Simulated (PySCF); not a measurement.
Correlation energy of Ga (gallium, neutral)

[Ar] 3d10 4s2 4d1, 2D determinant (an excited configuration). Computed with PySCF 2.14 in aug-cc-pVDZ-PP with ECP10MDF (5s4p3d, 32 functions), with a scalar-relativistic core potential. Frozen: 3s2 3p6 3d10; 3 electrons correlated.

| level | correlation energy (mhartree) |
| --- | --- |
| CCSD | -49.67 |
| (T) | -2.49 |
| CCSD(T) | -52.16 |
| CCSDT | -53.75 |
| FCI | -53.75 |

Diagnostics: T1 = 0.028, D1 = 0.0668, largest double amplitude 0.269, weight of the Hartree-Fock determinant in FCI 0.7466 (5819 determinants).

The outer electron is Rydberg-like, and this basis confines it to a smaller radius and binds it less than a complete one would. A double-excitation amplitude exceeds 0.15, a sign of near-degeneracy.

Cost of the coupled-cluster step: of the order of 0.25 core-seconds, for 3 correlated electrons.

Iterations:

```
CC2 = 0
CCSD nocc = (np.int64(2), np.int64(1)), nmo = (23, 23)
frozen orbitals [[0, 1, 2, 3, 4, 5, 6, 7, 8], [0, 1, 2, 3, 4, 5, 6, 7, 8]]
max_cycle = 100
direct = 0
conv_tol = 1e-08
conv_tol_normt = 1e-06
diis_space = 8
diis_start_cycle = 0
Init t2, MP2 energy = -0.0278095098927292
Init E_corr(UCCSD) = -0.0278095098928098
cycle = 1  E_corr(UCCSD) = -0.0374240021461666  dE = -0.00961449225  norm(t1,t2) = 0.07367
cycle = 2  E_corr(UCCSD) = -0.0413470972864583  dE = -0.00392309514  norm(t1,t2) = 0.0470672
cycle = 3  E_corr(UCCSD) = -0.0466152576403393  dE = -0.00526816035  norm(t1,t2) = 0.0368901
cycle = 4  E_corr(UCCSD) = -0.0490080811865981  dE = -0.00239282355  norm(t1,t2) = 0.0228082
cycle = 5  E_corr(UCCSD) = -0.0499283158726286  dE = -0.000920234686  norm(t1,t2) = 0.00553507
cycle = 6  E_corr(UCCSD) = -0.0494031550228173  dE = 0.00052516085  norm(t1,t2) = 0.00209266
cycle = 7  E_corr(UCCSD) = -0.049787286907524  dE = -0.000384131885  norm(t1,t2) = 0.00142447
cycle = 8  E_corr(UCCSD) = -0.0496616120002563  dE = 0.000125674907  norm(t1,t2) = 0.000644273
cycle = 9  E_corr(UCCSD) = -0.0496734950693683  dE = -1.18830691e-05  norm(t1,t2) = 6.12634e-05
cycle = 10  E_corr(UCCSD) = -0.0496672076372779  dE = 6.28743209e-06  norm(t1,t2) = 3.68496e-05
cycle = 11  E_corr(UCCSD) = -0.0496678404651341  dE = -6.32827856e-07  norm(t1,t2) = 3.54731e-06
cycle = 12  E_corr(UCCSD) = -0.0496676868559802  dE = 1.53609154e-07  norm(t1,t2) = 1.08015e-06
cycle = 13  E_corr(UCCSD) = -0.0496676887162964  dE = -1.86031619e-09  norm(t1,t2) = 3.51882e-07
UCCSD converged
E(UCCSD) = -258.1576086180967  E_corr = -0.04966768871629643
UCCSD(T) correction = -0.00248665580471172
```
